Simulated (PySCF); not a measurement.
Vertical excitations of a molecule C₄H₉NSi from PySCF with TDA-ωB97X/def2-SVPD, as energy in eV (oscillator strength): 5.60 (0.001), 6.44 (0.001), 6.86 (0.027), 7.32 (0.046), 7.42 (0.039), 7.58 (0.117), 7.82 (0.033), 7.88 (1.292), 8.22 (0.046), 8.47 (0.014). Lowest triplet (TDA): 4.56 eV. The structure is a stationary point at r2SCAN-D4/def2-SVP. The values are those of a single conformer.

**Question.** Pick the molecule that these values belong to.
A) C=C/C(C)=N\[SiH3]
B) C=C=C[Si@@H](C)N
C) C[Si@@H]1C=C[C@@H]1N
D) CN1C=CC[SiH2]1

**Answer.** B, C=C=C[Si@@H](C)N
